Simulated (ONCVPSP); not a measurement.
**aluminium: from the effect back to the setting (ONCV)**

Base potential:

- Element: Al (Z = 13)
- Generator: ONCVPSP 4.0.1
- Type: optimised norm-conserving Vanderbilt (ONCV)
- Functional: PW91
- Relativity: scalar-relativistic
- Frozen core: [Ne]
- Valence charge: 3
- Reference configuration: 3s1.75 3p1.25
- Partial waves: 3s: rc 1.70 bohr, ncon 4, nbas 8, qcut 4 1/bohr, 1 projector; 3p: rc 2.60 bohr, ncon 3, nbas 7, qcut 3.3 1/bohr, 2 projectors, debl 2 Ha; d scattering state at 0.27 Ha: rc 2.65 bohr, ncon 3, nbas 7, qcut 3.2 1/bohr, 2 projectors, debl 0.4 Ha
- Local potential: polynomial inside 1.10 bohr (lpopt 4, dvloc0 1 Ha)
- Core correction: Teter function, fcfact 4, rcfact 1.3

Cutoffs, loose and tight: the cutoffs (Ha) at which the residual kinetic energy of the hardest occupied pseudo-wave falls to 1 and 0.1 mHa per electron. They do not see the model core or the augmentation charge, which bear on the density cutoff. Test errors are all-electron minus pseudo excitation energies from the reference, over the configurations 3s2 3p1; 3s2 3p0; 3s1 3p0; 3s1 3p1; variants that change the core or the reference have their own tests.

Only the dvloc0 is moved:

```json
{"dvloc0 (Ha)": "-2", "cutoff, loose": "5.7 Ha", "cutoff, tight": "7.6 Ha", "bound ghosts": "none", "largest test error (meV)": "+38", "median size of the test errors": "4.0 meV"}
{"dvloc0 (Ha)": "1.5", "cutoff, loose": "5.7 Ha", "cutoff, tight": "7.6 Ha", "bound ghosts": "none", "largest test error (meV)": "+16", "median size of the test errors": "1.8 meV"}
{"dvloc0 (Ha)": "3.5", "cutoff, loose": "5.7 Ha", "cutoff, tight": "7.6 Ha", "bound ghosts": "none", "largest test error (meV)": "+14", "median size of the test errors": "1.6 meV"}
{"dvloc0 (Ha)": "5", "cutoff, loose": "5.7 Ha", "cutoff, tight": "7.6 Ha", "bound ghosts": "none", "largest test error (meV)": "+12", "median size of the test errors": "1.4 meV"}
{"dvloc0 (Ha)": "7", "cutoff, loose": "5.7 Ha", "cutoff, tight": "7.6 Ha", "bound ghosts": "none", "largest test error (meV)": "+11", "median size of the test errors": "1.3 meV"}
{"dvloc0 (Ha)": "9", "cutoff, loose": "5.7 Ha", "cutoff, tight": "7.6 Ha", "bound ghosts": "none", "largest test error (meV)": "+11", "median size of the test errors": "1.2 meV"}
```

One more run gave cutoff, loose: 5.7 Ha; cutoff, tight: 7.6 Ha; bound ghosts: none; largest test error (meV): +19; median size of the test errors: 2.2 meV. Which value of the dvloc0 was used?

0 Ha. The median size of the test errors moves one way along this sweep, from 4.0 meV at -2 to 1.2 meV at 9 Ha, which places the run between -2 and 1.5 Ha.
